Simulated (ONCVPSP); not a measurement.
**Hf (Z = 72): variants of one ONCV potential**

Base potential:

ONCVPSP 4.0.1 input, shortened (lines: element, Z, core and valence counts, functional; n l f; lmax; l rc ep ncon nbas qcut; lloc lpopt rc5 dvloc0; l nproj debl; icmod fcfact rcfact), PBE, scalar-relativistic:

```
  Hf 72.00   10    4        4      upf
    1    0    2.00
    2    0    2.00
    2    1    6.00
    3    0    2.00
    3    1    6.00
    3    2   10.00
    4    0    2.00
    4    1    6.00
    4    2   10.00
    4    3   14.00
    5    0    2.00
    5    1    6.00
    5    2    2.00
    6    0    2.00
    2
    0    1.45    0.00    3    7    7.10
    1    1.40    0.00    3    7    6.10
    2    3.20    0.00    3    8    6.00
    4    5    0.95    0.00
    0    3    1.80
    1    2    1.80
    2    2    0.80
    0    0.00    0.00
```

Cutoffs, loose and tight: the cutoffs (Ha) at which the residual kinetic energy of the hardest occupied pseudo-wave falls to 1 and 0.1 mHa per electron. They do not see the model core or the augmentation charge, which bear on the density cutoff. Test errors are all-electron minus pseudo excitation energies from the reference, over the configurations 5s2 5p6 5d2 6s1; 5s2 5p6 5d2 6s0; 5s2 5p6 5d1 6s0; 5s2 5p6 5d1 6s2. A dash means not determined; rows that change the core or the reference have their own tests. The largest error is taken over the tests solved by every variant that gives reliable tests at all: 5s2 5p6 5d1 6s2; 5s2 5p6 5d2 6s0; 5s2 5p6 5d2 6s1.

| change | outcome | cutoff, loose | cutoff, tight | bound ghosts | GHOST(+) flags above zero | largest test error (meV) |
| --- | --- | --- | --- | --- | --- | --- |
| base | generated | 21 Ha | 85 Ha | none | s, p, d | +16 |
| p: ncon 5, nbas 9 | generated | 95 Ha | 129 Ha | none | s, p, d | +16 |
| local potential polynomial inside 0.95 bohr (lpopt 5, dvloc0 1 Ha) | generated | 21 Ha | 85 Ha | none | s, p | +16 |
| d: debl 0.85 | generated | 21 Ha | 85 Ha | none | s, p, d | +16 |
| s: nproj 4 | generated | 21 Ha | 85 Ha | none | s, p, d | +16 |

Task: What comes out with this change to the base: reference 5s2 5p6 5d3 6s1?

Result: outcome: generated; cutoff, loose: 21 Ha; cutoff, tight: 85 Ha; bound ghosts: none; GHOST(+) flags above zero: s, p, d; largest test error (meV): +12.

Task: What comes out with this change to the base: p: rc 1.18?

Result: outcome: generated; cutoff, loose: 89 Ha; cutoff, tight: 149 Ha; bound ghosts: none; GHOST(+) flags above zero: s, p, d; largest test error (meV): +16.
